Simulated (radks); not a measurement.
Values are calculated unless marked as measured or tabulated.
Question: Valence configurations of Fe IV (all share [Ar]). Level of theory: non-relativistic Kohn-Sham, r2SCAN, spin-polarised, spherical densities, point nucleus; open shells are filled with parallel spins first; meta-GGA in the generalised Kohn-Sham scheme (a radial shooting solver on a logarithmic mesh with Libxc functionals). Order these by energy: 3d3 4s2; 3d4 4p1; 3d2 4s1 4p2; 3d5; 3d4.5 4s0.5; 3d2 4s2 4p1; 3d3 4s1 4p1; 3d3 4s0.5 4p1.5; 3d4.5 4p0.5; 3d4 4s1.

Answer: From the lowest, in eV above it: 3d5 0.000; 3d4.5 4s0.5 8.037; 3d4.5 4p0.5 11.733; 3d4 4s1 16.904; 3d4 4p1 24.648; 3d3 4s2 41.127; 3d3 4s1 4p1 46.225; 3d3 4s0.5 4p1.5 50.380; 3d2 4s2 4p1 76.990; 3d2 4s1 4p2 81.509. NIST lists [Ar] 3d5 as the ground configuration; this level of theory agrees among the configurations tried. The energies are those of spherical high-spin densities, not of single terms.
